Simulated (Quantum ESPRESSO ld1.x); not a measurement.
Task: As6+, configuration [Ar] 3d9 (the NIST ground configuration). Calculated with ld1.x of Quantum ESPRESSO 7.5: Dirac Kohn-Sham, LDA (Slater exchange, Perdew-Zunger correlation), spin-unpolarised, spherical densities, point nucleus; open shells are shared between the two j in proportion to 2j + 1. Some entries of the table are withheld. Estimate them.

orbital,occ.,eigenvalue (hartree),<1/r> (bohr^-1)
1s1/2,2,(1),(2)
2s1/2,2,-58.2465,7.405
2p1/2,2,(3),7.377
2p3/2,4,(4),7.162
3s1/2,2,-10.5315,2.419
3p1/2,2,(5),2.306
3p3/2,4,(6),2.255
3d3/2,3.6,-5.04101,(7)
3d5/2,5.4,-5.01157,(8)
4s1/2,0,-3.21686,0.8963
4p1/2,0,-2.69538,0.8191
4p3/2,0,-2.66477,0.8087

Result: 
(1) 1s1/2 eigenvalue (hartree): -433.534
(2) 1s1/2 <1/r> (bohr^-1): 33.42
(3) 2p1/2 eigenvalue (hartree): -52.4915
(4) 2p3/2 eigenvalue (hartree): -51.1500
(5) 3p1/2 eigenvalue (hartree): -8.58756
(6) 3p3/2 eigenvalue (hartree): -8.39641
(7) 3d3/2 <1/r> (bohr^-1): 2.003
(8) 3d5/2 <1/r> (bohr^-1): 1.990
